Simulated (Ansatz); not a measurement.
Two isomers of CH5BFN: A = `CB(N)F`, B = `CNBF`.

Isolated molecules relaxed with PBE0-D4/def2-TZVP in Ansatz; ΔE leaves out vibrations. CCSD(T)/CBS is the MP2 limit (def2-TZVPP, def2-QZVPP) plus CCSD(T) − MP2 in def2-TZVPP, frozen cores. This one scheme is used for every species. Functionals use def2-TZVPP. B3LYP here is the variant with VWN-RPA as its local correlation; programs differ in this. One conformer a species, not always the lowest.

Task: Which isomer does CCSD(T)/CBS put lower? Give the gap. (Estimate.)

Result: Ansatz gave: A, by 19.5 kcal/mol.

Task: Give E(B) − E(A) in kcal/mol with PBE-D4, B2PLYP, B3LYP-D4, PBE0-D4, r2SCAN-D4, CCSD/def2-TZVPP, CCSD(T)/def2-TZVPP. (An estimate is asked.)

Result: The calculation gave: PBE-D4 19.1, B2PLYP 19.1, B3LYP-D4 18.8, PBE0-D4 19.6, r2SCAN-D4 20.4, CCSD/def2-TZVPP 19.2, CCSD(T)/def2-TZVPP 19.2. None reverses the order clearly.

Task: Does the order hold for the free energy at 298.15 K (harmonic terms from PBE0-D4)? (An estimate is asked.)

Result: The calculation gave: Yes: G(B) − G(A) = +19.9 kcal/mol, for one conformer each.

Largest T1 diagnostic: 0.012.

From BLYP to BHLYP (50 % exact exchange), in def2-TZVPP and without D4, E(B) − E(A) moves by +0.9 kcal/mol. Leaving LDA and LC-ωPBE aside and taking each functional with its dispersion term where it has one, the values, not all of them listed here, spread over 3.1 kcal/mol, from BLYP-D4 to B97M-V.
